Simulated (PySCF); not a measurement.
Be+ (beryllium, charge +1) across methods

[He] 2s1, 2S determinant. Calculation: PySCF 2.14, in an uncontracted even-tempered set (21 s from 0.022 bohr⁻², ratio 2.2; 10 p from 0.057 bohr⁻², ratio 2.4; 7 d from 0.17 bohr⁻², ratio 2.4; 6 f from 0.26 bohr⁻², ratio 2.4; 6 g from 0.39 bohr⁻², ratio 2.4); scalar relativity by spin-free X2C-1e.

```json
{"method": "r2SCANh", "E (hartree)": "-14.3286", "mean ε 1s α (eV)": "-122.20", "mean ε 1s β (eV)": "-121.72", "mean ε 2s α (eV)": "-14.974", "Σ⟨r²⟩ (bohr²)": "6.464", "⟨S²⟩": "0.750"}
{"method": "M06", "E (hartree)": "-14.3376", "mean ε 1s α (eV)": "-123.98", "mean ε 1s β (eV)": "-123.43", "mean ε 2s α (eV)": "-15.047", "Σ⟨r²⟩ (bohr²)": "6.535", "⟨S²⟩": "0.750"}
{"method": "PBE", "E (hartree)": "-14.3019", "mean ε 1s α (eV)": "-117.81", "mean ε 1s β (eV)": "-117.30", "mean ε 2s α (eV)": "-14.474", "Σ⟨r²⟩ (bohr²)": "6.445", "⟨S²⟩": "0.750"}
{"method": "PBE0", "E (hartree)": "-14.3095", "mean ε 1s α (eV)": "-123.63", "mean ε 1s β (eV)": "-122.98", "mean ε 2s α (eV)": "-15.484", "Σ⟨r²⟩ (bohr²)": "6.449", "⟨S²⟩": "0.750"}
{"method": "UHF", "E (hartree)": "-14.27994", "mean ε 1s α (eV)": "-140.40", "mean ε 1s β (eV)": "-139.28", "mean ε 2s α (eV)": "-18.133", "Σ⟨r²⟩ (bohr²)": "6.550", "⟨S²⟩": "0.750"}
{"method": "LDA", "E (hartree)": "-14.1179", "mean ε 1s α (eV)": "-116.48", "mean ε 1s β (eV)": "-115.98", "mean ε 2s α (eV)": "-14.301", "Σ⟨r²⟩ (bohr²)": "6.515", "⟨S²⟩": "0.750"}
```

Problem. Estimate the same row for r2SCAN.

Solution. E (hartree) = -14.3285; mean ε 1s α (eV) = -120.12; mean ε 1s β (eV) = -119.71; mean ε 2s α (eV) = -14.604; Σ⟨r²⟩ (bohr²) = 6.465; ⟨S²⟩ = 0.750.
